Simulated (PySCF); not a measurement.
**Spinor energies of Ne⁸⁺ (neon, charge +8)**

Start: 1s2. Calculated with PySCF 2.14 in an uncontracted even-tempered set (17 s from 0.34 bohr⁻², ratio 2.6; 10 p from 0.45 bohr⁻², ratio 2.6; 7 d from 0.46 bohr⁻², ratio 2.8; 3 f from 25 bohr⁻², ratio 2.8): generalised Hartree-Fock with the X2C-1e Hamiltonian and a Gaussian nucleus; spin-orbit coupling (SO) screened by Boettger's factors.

| spinor shell | electrons | ε, screened SO (eV) | weight of nominal j (screened SO) | rms radius, screened SO (bohr) |
| --- | --- | --- | --- | --- |
| 1s1/2 | 2 | -1196.4 | 1.000 | 0.180 |

| quantity | screened SO |
| --- | --- |
| E (hartree) | -93.97646 |
| M_J | 0 |
| ⟨J²⟩ | 0.000 |
| ⟨L²⟩ | 0.000 |
| ⟨S²⟩ | 0.000 |
